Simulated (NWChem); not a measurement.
GaH₂, doublet; SMILES [GaH2]

All runs: NWChem. Spin-unrestricted. In the optimisation the excess spin sits in a1 (C2v, its own frame). The spin multiplicity was typed, not searched, and may not be the lowest. No stability test was run on the SCF state. The level has its own optimisation; frequencies are unscaled.

Task: Predict the results for UHF/3-21G. Quantities: r Ga–H (Å); highest harmonic frequency (cm⁻¹); lowest (cm⁻¹); zero-point energy (kcal/mol); dipole (D).

Result: 
```yaml
r Ga–H (Å): 1.595
highest harmonic frequency (cm⁻¹): 1841
lowest (cm⁻¹): 806
zero-point energy (kcal/mol): 6.4
dipole (D): 0.46
```
